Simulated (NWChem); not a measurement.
Species: ZnF cation; SMILES [F][Zn+]

```xyz
2

Zn     0.0000     0.0000    -0.3923
F      0.0000     0.0000     1.3267
```
Atoms are numbered in this order, from 1.

Program: NWChem. Structure relaxed at the PBE0/def2-SVP level. GIAO values for the isolated, static molecule; σ is the absolute isotropic shielding, δ = σ(reference) − σ with the isolated reference molecule computed at the same levels (19F: trichlorofluoromethane).

For level KT2/pcSseg-1:

| Item | Value |
|---|---|
| σ Zn1 (ppm) | 2317.2 |
| δ F2 (ppm) | 5.3 |

Task: Estimate the same quantities for level PBE0/pcSseg-1.

Result: 
| Quantity | Result |
|---|---|
| σ Zn1 (ppm) | 2263.8 |
| δ F2 (ppm) | -88.8 |
